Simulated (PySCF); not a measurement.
Simulation results for GeH₂O

Calculation on a computer-drawn molecule: vertical ionisation energy to the stated ion spin, frozen-core CCSD(T) at the basis limit and cheaper methods, single-reference cases, UHF for radicals, no spin-orbit; all values are single points at the evaluated structure, the first of each entry, which is the reference or a displaced copy of it and isn't optimised; the reference structure only sets the zero of the energies above reference; triples share is (T) over the correlation energy; on germanium a core potential holds 10 electrons, which the energies leave out, and 3d is frozen in MP2 and coupled-cluster steps. Program: PySCF 2.14.0.

Common to all runs: charge 0; multiplicity 1; ion multiplicity 2; diffuse functions no; basis cc-pVnZ; basis and core potential on germanium cc-pVnZ-PP ECP10MDF; reference is the Hartree-Fock double-zeta minimum; best is HF at quadruple zeta + MP2 correlation extrapolated from triple and quadruple zeta + CCSD(T) minus MP2 at triple zeta; basis step is the size of the change from the same recipe one zeta lower.

(1) GeH₂O

Evaluated structure:
```xyz
4
GeH2O
O     -0.8447     2.1981     0.9330
Ge     0.4684     3.3226     0.9341
H     -0.7317     1.3159     1.5397
H      1.4262     2.4047     2.0065
```

Reference structure:
```xyz
4
GeH2O
O     -0.8598     2.1143     0.9308
Ge     0.5016     3.2637     0.9652
H     -0.7904     1.3335     1.4616
H      1.4175     2.4410     1.9942
```

It finds ionisation energy best 9.408 eV; ionisation energy basis step 0.04191 eV; energy above reference best 8.978 kcal/mol; energy above reference basis step 0.1717 kcal/mol; ionisation energy Koopmans at triple zeta 9.308 eV; ionisation energy EOM CCSD at triple zeta 9.376 eV; total energy HF triple zeta -369.4302 hartree; total energy CCSD(T) triple zeta -369.8092 hartree; total energy best -369.8632 hartree; T1 diagnostic at triple zeta 0.0181; D1 diagnostic at triple zeta 0.04953; ion T1 diagnostic at triple zeta 0.02694; ion D1 diagnostic at triple zeta 0.06536; ion spin squared at triple zeta 0.8056; triples share at triple zeta 0.03653; basis functions triple zeta 97; dipole magnitude HF at triple zeta 0.9399 debye; dipole magnitude CCSD unrelaxed at triple zeta 0.8571 debye; dipole magnitude PBE at triple zeta 0.7886 debye; dipole magnitude r2SCAN at triple zeta 0.8339 debye; dipole magnitude B3LYP at triple zeta 0.714 debye; dipole magnitude wB97X at triple zeta 0.7855 debye.

Drawn bonds:
| atom | other atom | order |
| --- | --- | --- |
| 1 | 2 | 1 |
| 1 | 3 | 1 |
| 2 | 4 | 1 |

Triple zeta:
| method | ionisation energy (eV) | energy above reference (kcal/mol) |
| --- | --- | --- |
| HF | 8.442 | 11.54 |
| PBE | 9.187 | 6.75 |
| r2SCAN | 9.219 | 7.859 |
| B3LYP | 9.377 | 8.096 |
| wB97X | 9.452 | 8.672 |
| MP2 | 9.185 | 8.776 |
| CCSD | 9.279 | 9.054 |
| CCSD(T) | 9.278 | 8.666 |

(2) GeH₂O

Evaluated structure:
```xyz
4
GeH2O
O     -0.8488     2.1118     0.9372
Ge     0.5074     3.2539     0.9709
H     -0.7925     1.3429     1.4726
H      1.4041     2.4547     2.0083
```

Reference structure:
```xyz
4
GeH2O
O     -0.8598     2.1143     0.9308
Ge     0.5016     3.2637     0.9652
H     -0.7904     1.3335     1.4616
H      1.4175     2.4410     1.9942
```

It finds ionisation energy best 9.534 eV; ionisation energy basis step 0.04739 eV; energy above reference best 0.4113 kcal/mol; energy above reference basis step 0.057 kcal/mol; ionisation energy Koopmans at triple zeta 9.418 eV; ionisation energy EOM CCSD at triple zeta 9.512 eV; total energy HF triple zeta -369.4487 hartree; total energy CCSD(T) triple zeta -369.8223 hartree; total energy best -369.8769 hartree; T1 diagnostic at triple zeta 0.01746; D1 diagnostic at triple zeta 0.04903; ion T1 diagnostic at triple zeta 0.02551; ion D1 diagnostic at triple zeta 0.06847; ion spin squared at triple zeta 0.7834; triples share at triple zeta 0.03508; basis functions triple zeta 97; dipole magnitude HF at triple zeta 1.382 debye; dipole magnitude CCSD unrelaxed at triple zeta 1.201 debye; dipole magnitude PBE at triple zeta 1.063 debye; dipole magnitude r2SCAN at triple zeta 1.13 debye; dipole magnitude B3LYP at triple zeta 1.064 debye; dipole magnitude wB97X at triple zeta 1.162 debye.

Drawn bonds:
| atom | other atom | order |
| --- | --- | --- |
| 1 | 2 | 1 |
| 1 | 3 | 1 |
| 2 | 4 | 1 |

Triple zeta:
| method | ionisation energy (eV) | energy above reference (kcal/mol) |
| --- | --- | --- |
| HF | 8.591 | -0.1066 |
| PBE | 9.328 | 0.6445 |
| r2SCAN | 9.368 | 0.3396 |
| B3LYP | 9.536 | 0.4381 |
| wB97X | 9.613 | 0.2667 |
| MP2 | 9.295 | 0.3806 |
| CCSD | 9.405 | 0.3476 |
| CCSD(T) | 9.402 | 0.4233 |

(3) GeH₂O

Evaluated structure:
```xyz
4
GeH2O
O     -0.8520     2.1714     0.9386
Ge     0.5077     3.2478     0.9324
H     -0.7468     1.1722     1.5805
H      1.3814     2.4412     2.0217
```

Reference structure:
```xyz
4
GeH2O
O     -0.8598     2.1143     0.9308
Ge     0.5016     3.2637     0.9652
H     -0.7904     1.3335     1.4616
H      1.4175     2.4410     1.9942
```

Drawn bonds:
| atom | other atom | order |
| --- | --- | --- |
| 1 | 2 | 1 |
| 1 | 3 | 1 |
| 2 | 4 | 1 |

(4) GeH₂O

Evaluated structure:
```xyz
4
GeH2O
O     -0.8902     2.0807     0.9334
Ge     0.5017     3.2490     0.9850
H     -0.7863     1.3237     1.4994
H      1.4011     2.4661     1.9712
```

Reference structure:
```xyz
4
GeH2O
O     -0.8598     2.1143     0.9308
Ge     0.5016     3.2637     0.9652
H     -0.7904     1.3335     1.4616
H      1.4175     2.4410     1.9942
```

Drawn bonds:
| atom | other atom | order |
| --- | --- | --- |
| 1 | 2 | 1 |
| 1 | 3 | 1 |
| 2 | 4 | 1 |

(5) GeH₂O

Evaluated structure:
```xyz
4
GeH2O
O     -0.8902     2.0807     0.9334
Ge     0.4014     3.1648     0.9813
H     -0.7863     1.3237     1.4994
H      1.3008     2.3819     1.9675
```

Reference structure:
```xyz
4
GeH2O
O     -0.8598     2.1143     0.9308
Ge     0.5016     3.2637     0.9652
H     -0.7904     1.3335     1.4616
H      1.4175     2.4410     1.9942
```

Drawn bonds:
| atom | other atom | order |
| --- | --- | --- |
| 1 | 2 | 1 |
| 1 | 3 | 1 |
| 2 | 4 | 1 |

To be estimated
1. What dipole magnitude B3LYP at triple zeta does the calculation give for GeH₂O (entry 3)?
2. Give the missing ionisation energy Koopmans at triple zeta for GeH₂O (entry 3).
3. What ion T1 diagnostic at triple zeta does the calculation give for GeH₂O (entry 3)?
4. What dipole magnitude HF at triple zeta does the calculation give for GeH₂O (entry 3)?
5. What total energy best does the calculation give for GeH₂O (entry 4)?
6. Estimate the ion T1 diagnostic at triple zeta of GeH₂O (entry 4).
7. Give the table of triple zeta values for GeH₂O (entry 4).
8. Estimate the dipole magnitude B3LYP at triple zeta of GeH₂O (entry 5).
9. Estimate the total energy HF triple zeta of GeH₂O (entry 5).
10. GeH₂O (entry 5): energy above reference basis step?

## Answers
1. 1.169 debye
2. 9.218 eV
3. 0.02664
4. 1.475 debye
5. -369.8767 hartree
6. 0.02638
7. 
Triple zeta:
| method | ionisation energy (eV) | energy above reference (kcal/mol) |
| --- | --- | --- |
| HF | 8.655 | 1.419 |
| PBE | 9.397 | 0.693 |
| r2SCAN | 9.437 | 0.8403 |
| B3LYP | 9.61 | 0.8164 |
| wB97X | 9.688 | 0.9464 |
| MP2 | 9.348 | 0.4501 |
| CCSD | 9.468 | 0.7098 |
| CCSD(T) | 9.463 | 0.574 |
8. 1.274 debye
9. -369.4443 hartree
10. 0.2363 kcal/mol

Further results for GeH₂O (entry 3):

| Quantity | Value |
| --- | --- |
| ionisation energy best | 9.35 eV |
| ionisation energy basis step | 0.04158 eV |
| energy above reference best | 21.03 kcal/mol |
| energy above reference basis step | 0.3852 kcal/mol |
| ionisation energy EOM CCSD at triple zeta | 9.316 eV |
| total energy HF triple zeta | -369.4058 hartree |
| total energy CCSD(T) triple zeta | -369.7898 hartree |
| total energy best | -369.8440 hartree |
| T1 diagnostic at triple zeta | 0.01922 |
| D1 diagnostic at triple zeta | 0.05288 |
| ion D1 diagnostic at triple zeta | 0.07031 |
| ion spin squared at triple zeta | 0.7876 |
| triples share at triple zeta | 0.03788 |
| basis functions triple zeta | 97 |
| dipole magnitude CCSD unrelaxed at triple zeta | 1.299 debye |
| dipole magnitude PBE at triple zeta | 1.197 debye |
| dipole magnitude r2SCAN at triple zeta | 1.267 debye |
| dipole magnitude wB97X at triple zeta | 1.281 debye |

Triple zeta:
| method | ionisation energy (eV) | energy above reference (kcal/mol) |
| --- | --- | --- |
| HF | 8.382 | 26.8 |
| PBE | 9.145 | 18.13 |
| r2SCAN | 9.179 | 19.84 |
| B3LYP | 9.336 | 20.3 |
| wB97X | 9.402 | 21.44 |
| MP2 | 9.103 | 20.74 |
| CCSD | 9.221 | 21.64 |
| CCSD(T) | 9.22 | 20.81 |

Further results for GeH₂O (entry 4):

| Property | Result |
| --- | --- |
| ionisation energy best | 9.598 eV |
| ionisation energy basis step | 0.0523 eV |
| energy above reference best | 0.5288 kcal/mol |
| energy above reference basis step | 0.1591 kcal/mol |
| ionisation energy Koopmans at triple zeta | 9.479 eV |
| ionisation energy EOM CCSD at triple zeta | 9.579 eV |
| total energy HF triple zeta | -369.4463 hartree |
| total energy CCSD(T) triple zeta | -369.8221 hartree |
| T1 diagnostic at triple zeta | 0.01846 |
| D1 diagnostic at triple zeta | 0.05272 |
| ion D1 diagnostic at triple zeta | 0.07649 |
| ion spin squared at triple zeta | 0.7763 |
| triples share at triple zeta | 0.03577 |
| basis functions triple zeta | 97 |
| dipole magnitude HF at triple zeta | 1.703 debye |
| dipole magnitude CCSD unrelaxed at triple zeta | 1.451 debye |
| dipole magnitude PBE at triple zeta | 1.267 debye |
| dipole magnitude r2SCAN at triple zeta | 1.351 debye |
| dipole magnitude B3LYP at triple zeta | 1.321 debye |
| dipole magnitude wB97X at triple zeta | 1.435 debye |

Further results for GeH₂O (entry 5):

| Item | Value |
| --- | --- |
| ionisation energy best | 9.29 eV |
| ionisation energy basis step | 0.03933 eV |
| energy above reference best | 5.598 kcal/mol |
| ionisation energy Koopmans at triple zeta | 9.158 eV |
| ionisation energy EOM CCSD at triple zeta | 9.278 eV |
| total energy CCSD(T) triple zeta | -369.8145 hartree |
| total energy best | -369.8686 hartree |
| T1 diagnostic at triple zeta | 0.01595 |
| D1 diagnostic at triple zeta | 0.04337 |
| ion T1 diagnostic at triple zeta | 0.02239 |
| ion D1 diagnostic at triple zeta | 0.05794 |
| ion spin squared at triple zeta | 0.7757 |
| triples share at triple zeta | 0.03428 |
| basis functions triple zeta | 97 |
| dipole magnitude HF at triple zeta | 1.534 debye |
| dipole magnitude CCSD unrelaxed at triple zeta | 1.394 debye |
| dipole magnitude PBE at triple zeta | 1.324 debye |
| dipole magnitude r2SCAN at triple zeta | 1.381 debye |
| dipole magnitude wB97X at triple zeta | 1.368 debye |

Triple zeta:
| method | ionisation energy (eV) | energy above reference (kcal/mol) |
| --- | --- | --- |
| HF | 8.342 | 2.664 |
| PBE | 9.129 | 5.545 |
| r2SCAN | 9.16 | 3.912 |
| B3LYP | 9.329 | 4.902 |
| wB97X | 9.393 | 3.86 |
| MP2 | 9.047 | 5.046 |
| CCSD | 9.161 | 4.979 |
| CCSD(T) | 9.166 | 5.316 |
